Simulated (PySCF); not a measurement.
# Reading the logs of faulty runs: Ge2H10Si2

All numbers below are calculated, not measured. They come from PySCF 2.14.0, an open-source quantum chemistry program, on an isolated molecule that a program drew, which may never have been made. The molecule is Ge2H10Si2 (charge 0, singlet), drawn as the SMILES string `[GeH3][SiH2][SiH2][GeH3]`.

Each row is a Hartree-Fock (HF) and frozen-core CCSD(T) single point in the cc-pV(D+d)Z basis, meant for a local HF minimum. Run 1 is clean. Each other run has one planted mistake out of seven kinds, and not every kind appears here: one electron removed, one electron added, multiplicity raised by two, geometry at a saddle point, minimal basis STO-3G, one bond length entered in bohr, all coordinates scaled. The reference is restricted for singlets and unrestricted otherwise, and also for a bond in bohr. Adding or removing an electron swaps singlet and doublet. Electrons count all cores. HOMO and LUMO are orbital energies over both spins, the gradient is its largest component, and the lowest frequency (negative if imaginary) is given only where the gradient is small. Bond lengths are over the 13 bonds as drawn. T1 is the CCSD diagnostic: over 0.02 (restricted) or 0.045 (unrestricted) a single reference is doubtful. Germanium has the cc-pVDZ-PP basis, with a core potential (ECP10MDF) in place of its 10 inner electrons, and its 3s, 3p and 3d shells are frozen in CCSD(T).

Geometry of the clean run:
```xyz
14
Ge2H10Si2, angstrom
Ge    1.0474    2.2412   -0.7391
Si    1.1117    1.8392    1.6361
Si    0.9936   -0.4674    2.1658
Ge   -1.1113   -1.4499    1.5241
H     2.1939    1.5010   -1.4389
H    -0.2774    1.7483   -1.3337
H     1.1842    3.7396   -1.0335
H     2.3703    2.4082    2.1814
H    -0.0292    2.5452    2.2725
H     2.0903   -1.1857    1.4686
H     1.1771   -0.6490    3.6282
H    -2.2734   -0.7210    2.2097
H    -1.1588   -2.9283    1.9270
H    -1.3112   -1.3535    0.0067
```

```
run,electrons,basis functions,<S^2>,HOMO (eV),LUMO (eV),gradient (hartree/bohr),lowest frequency (cm^-1),mean bond (Å),longest bond (Å),T1,HF (hartree),CCSD(T) (hartree),mistake
1,102,142,0.000,-10.15,2.98,2.4e-05,25,1.7177,2.410,0.0127,-1170.44040,-1170.94858,no fault
2,101,142,0.781,-14.95,-7.93,6.1e-02,-,1.7177,2.410,0.0222,-1170.10742,-1170.59892,one electron removed
3,102,142,0.863,-8.67,0.74,7.8e-03,-,1.8226,2.897,0.0345,-1170.34155,-1170.83586,one bond length entered in bohr
4,102,142,0.000,-10.46,3.68,7.5e-02,-,1.5476,2.171,0.0123,-1170.29716,-1170.80440,all coordinates scaled
5,103,142,0.764,1.76,7.22,3.9e-02,-,1.7177,2.410,0.0320,-1170.35184,-1170.88353,?
```

**Which mistake was planted in run 5, and what did it cost?**

It counts 103 electrons, one more than the clean run, at the same geometry and basis. So the mistake is: one electron added. Subtracting run 1 and multiplying by 627.51 kcal/mol a hartree, the energy moved by 55.6 kcal/mol in HF and 40.8 kcal/mol in CCSD(T).

Cautions from the logs. Run 5: the HOMO is above zero, so the electron isn't bound and the energy depends on the basis.
